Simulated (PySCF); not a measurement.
# `C#CC(=C)[C@@H](F)CC`, C7H9F

Geometry (Å), atoms numbered from 1 in this order:
```xyz
17

C    -2.561    1.414   -0.887
C    -1.963    0.537   -0.326
C    -1.237   -0.480    0.343
C    -1.768   -1.669    0.614
C     0.180   -0.097    0.702
F     0.739   -1.057    1.523
C     1.052    0.063   -0.546
C     2.435    0.601   -0.202
H    -3.096    2.170   -1.379
H    -1.203   -2.426    1.129
H    -2.780   -1.907    0.336
H     0.179    0.835    1.288
H     0.539    0.738   -1.232
H     1.141   -0.914   -1.026
H     2.360    1.593    0.240
H     3.048    0.667   -1.097
H     2.928   -0.058    0.508
```

Theory: GIAO PBE0/pcSseg-1 magnetisability, rotational g tensor and spin-rotation constants, non-relativistic, gas phase (PySCF 2.14.0). Geometry: GFN2-xTB.

(1) What are the magnetisability and the molar susceptibility?

(2) Split it along the inertial axes a, b, c into diamagnetic and paramagnetic parts about the centre of mass, with the quadrupole moment.

(3) And the rotational g tensor?

Results:

(1) Isotropic -1245 × 10⁻³⁰ J/T², or -75.0 × 10⁻⁶ cm³/mol; principal values -1314, -1232, -1188 × 10⁻³⁰ J/T², anisotropy 110 × 10⁻³⁰ J/T² (root of half the summed squared differences of the principal values). The susceptibility is in cgs units.

(2) 
| axis | χ (10⁻⁶ cm³/mol) | diamagnetic (10⁻⁶ cm³/mol) | paramagnetic (10⁻⁶ cm³/mol) | summed x² of all electrons (Å²) | quadrupole Θ (D Å) |
| --- | --- | --- | --- | --- | --- |
| a | -72.7 | -520.7 | 447.9 | 189.5 | +0.48 |
| b | -74.2 | -905.3 | 831.0 | 98.8 | +2.63 |
| c | -77.9 | -1223.1 | 1145.2 | 23.9 | -3.11 |

Anisotropies 2χaa − χbb − χcc = +6.7 and 2χbb − χaa − χcc = +2.2 × 10⁻⁶ cm³/mol. Θ is traceless in Buckingham's convention.

(3) 
```csv
axis,rotational constant (GHz),g,nuclear part,electronic part
a,2.8748,-0.0147,0.5903,-0.6050
b,1.4937,-0.0075,0.5757,-0.5832
c,1.0666,-0.0018,0.5721,-0.5738
```
Asymmetric top; isotopes 12C, 19F, 1H; no vibrational averaging.
